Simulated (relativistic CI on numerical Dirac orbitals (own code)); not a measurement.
## Slater and spin-orbit integrals, Ag XLIII

Calculated at this level of theory: Dirac-Coulomb-Breit CI, KLI orbitals optimised for each configuration, model QED (radiative potential, 1s self-energy scaled to tabulated hydrogen-like ionisation energies), unscaled Slater integrals (own radial code, finite nucleus).

Slater integrals F^k, G^k are unscaled and averaged over j, outside the closed core 1s2; ζ comes from projecting the Hamiltonian with its Breit term on Σ l·s of the shell.

- 2s²2p: ζ(2p) = 1.0602e+06 cm⁻¹; <r>(2p) = 0.1095, <r^2>(2p) = 0.01449 (bohr units).
- 2s2p²: F^2(2p,2p) = 869700, G^1(2s,2p) = 915530, ζ(2p) = 1.055e+06 cm⁻¹; <r>(2s) = 0.1272, <r^2>(2s) = 0.01902, <r>(2p) = 0.1096, <r^2>(2p) = 0.01452 (bohr units).
- 2p³: F^2(2p,2p) = 868060, ζ(2p) = 1.0499e+06 cm⁻¹; <r>(2p) = 0.1098, <r^2>(2p) = 0.01457 (bohr units).

Averages of the first 10 configurations, taken without configuration mixing, which lowers the lowest level and can move excited configurations by several eV; other configurations of the list can lie among them:

```csv
Configuration,Parity,States,Average energy above the lowest level (eV)
2s²2p,odd,6,136.3
2s2p²,even,30,396.3
2p³,odd,20,693.8
2p²3s,even,30,4319.8
2p²3p,odd,90,4399.5
2p²3d,even,150,4464.6
2s²3s,even,2,3812.6
2s²3p,odd,6,3898.1
2s²3d,even,10,3963.4
2s2p3s,odd,24,4047.3
```
